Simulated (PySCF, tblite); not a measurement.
Problem. Give a GFN2-xTB geometry of `CN` (methylamine).

Solution. 
```xyz
7
CH5N angstrom
C     -0.5718    0.0399   -0.0015
N      0.8528    0.1068    0.2753
H     -1.0635   -0.4693    0.8268
H     -0.8304   -0.4846   -0.9329
H     -0.9609    1.0559   -0.0603
H      1.2422   -0.8276    0.3448
H      1.3349    0.5839   -0.4793
```

Orientation and origin are arbitrary. Atoms count from 1 in this order. N2 (primary amine nitrogen) is pyramidal (angles 110.3°, 110.2° and 107.5°, sum 328.1°, 0.38 Å off the plane of its three neighbours).

Bonds between heavy atoms (Å): C1–N2 1.453.

Structure optimised with GFN2-xTB, isolated species.

Point group: Cs (tolerance 0.08 Å). GFN2-xTB frequencies: not computed here.


Task: Write Cartesian coordinates for `[C-]#CC` as optimised with GFN2-xTB. (Charge -1.)

Result: 
```
atom  x, y, z in Å
C1     2.2277    0.0381   -0.0211
C2     0.9996    0.0176   -0.0121
C3    -0.4917   -0.0081    0.0002
H4    -0.9059   -0.6755   -0.7817
H5    -0.8971   -0.3651    0.9682
H6    -0.9294    0.9951   -0.1751
```

Any rigid rotation of these coordinates is as good. Atoms count from 1 in this order. The 2 C–C bonds span 1.228 Å (C1≡C2, drawn triple) to 1.492 Å (C2–C3, drawn single), a spread of 0.264 Å.

Bonds between heavy atoms (Å): C1≡C2 1.228, C2–C3 1.492.

Computed geometry: GFN2-xTB, gas phase.

Point group: C3v (every atom within 0.08 Å of its image). Not checked by GFN2-xTB frequencies.


Problem. What does the GFN2-xTB structure of hydrazinium(1+), `N[NH3+]` look like in three dimensions? (Charge +1.)

Solution. 
```
atom  x, y, z in Å
N1     0.8164    0.0629   -0.3022
N2    -0.5725    0.0153    0.0259
H3     1.3251    0.7300    0.2708
H4     1.2584   -0.8498   -0.2419
H5    -0.9722    0.9587   -0.1304
H6    -0.8134   -0.2880    0.9940
H7    -1.0386   -0.6241   -0.6434
```

Orientation and origin are arbitrary. Atoms count from 1 in this order. N1 (nitrogen bonded to N and 2 H) is pyramidal (angles 112.3°, 112.3° and 109.8°, sum 334.4°, 0.34 Å off the plane of its three neighbours). N2 (nitrogen bonded to N and 3 H) is distorted tetrahedral (angles from 106.9° to 116.6°).

Bonds between heavy atoms (Å): N1–N2 1.428.

The geometry is computed with GFN2-xTB (gas phase).

Point group: Cs (every atom within 0.08 Å of its image). Its GFN2-xTB frequencies are all real (lowest 336 cm⁻¹).


**Question.** What does the GFN2-xTB structure of `C([C@@H]1SC1)F` look like in three dimensions?

**Answer.** 
Z-matrix in Å and degrees, rows numbered from 1:
```
F 
C   1  1.3748
C   2  1.5070  1  109.76
C   3  1.4837  2  119.77  1    85.78
S   3  1.8000  2  116.16  1   161.47
H   2  1.0948  1  107.22  3   120.94
H   2  1.0952  1  106.82  3  -120.92
H   3  1.0853  2  114.13  1   -61.57
H   4  1.0813  3  118.81  5   106.73
H   4  1.0819  3  118.44  5  -106.39
```

The 3-membered ring C3–C4–S5 has internal angles of 48.7° to 65.7°. The 2 C–C bonds span 1.484 Å (C3–C4, drawn single) to 1.507 Å (C2–C3, drawn single), a spread of 0.023 Å.

The geometry is computed with GFN2-xTB (gas phase).

Point group: C1 (no symmetry element, even within 0.4 Å). Stationary, but not proved a minimum. The numbers are those of one conformer (F1–C2–C3–C4 86°).


**Question.** Give a PBE0-D3(BJ)/def2-SVP geometry of `[H][Pb]([H])([H])[H]`.

**Answer.** 
Z-matrix in Å and degrees, rows numbered from 1:
```
Pb
H   1  1.7572
H   1  1.7570  2  109.47
H   1  1.7571  2  109.49  3  -119.99
H   1  1.7571  2  109.49  3   119.98
```

Pb1 (lead bonded to 4 H) is tetrahedral (angles from 109.4° to 109.5°).

Theory: PySCF, PBE0-D3(BJ)/def2-SVP geometry optimisation, gas phase, def2 core potentials past Kr.

Point group: Td (tolerance 0.08 Å). No frequency check.

The run took 3.8 s on one thread, Arm Neoverse V1, no GPU (shared host). That covers the optimisation of the geometry.
